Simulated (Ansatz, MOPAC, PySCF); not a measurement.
Constitutional and geometric isomers with formula C2H6Si. All species are isolated molecules in the gas phase. Strings in code marks are SMILES.

Quantity: vertical ionisation energy (energy after one electron is removed minus that of the parent at the parent's geometry), in eV. The restricted reference of `CC=[SiH2]` and `C=[SiH]C` is unstable towards unrestricted orbitals.

Level 1: frozen-core CCSD(T)/cc-pVTZ // PBE0-D3(BJ)/def2-TZVP (Ansatz, a first-principles code)
Level 2: ωB97X-D3(BJ)/def2-TZVP // PBE0-D3(BJ)/def2-TZVP (PySCF)
Level 3: minus the HOMO energy of AM1 // PBE0-D3(BJ)/def2-TZVP (MOPAC)
Level 4: minus the HOMO energy of PBE-D3(BJ)/def2-TZVP // PBE0-D3(BJ)/def2-TZVP (PySCF)

```csv
species,level 1,level 2,level 3,level 4
`C=C[SiH3]`,10.47,10.37,10.38,6.90
`CC=[SiH2]`,8.37,8.22,8.80,5.24
`C=[SiH]C`,8.39,8.31,8.91,5.27
`C1C[SiH2]1`,9.19,9.22,9.89,5.80
```
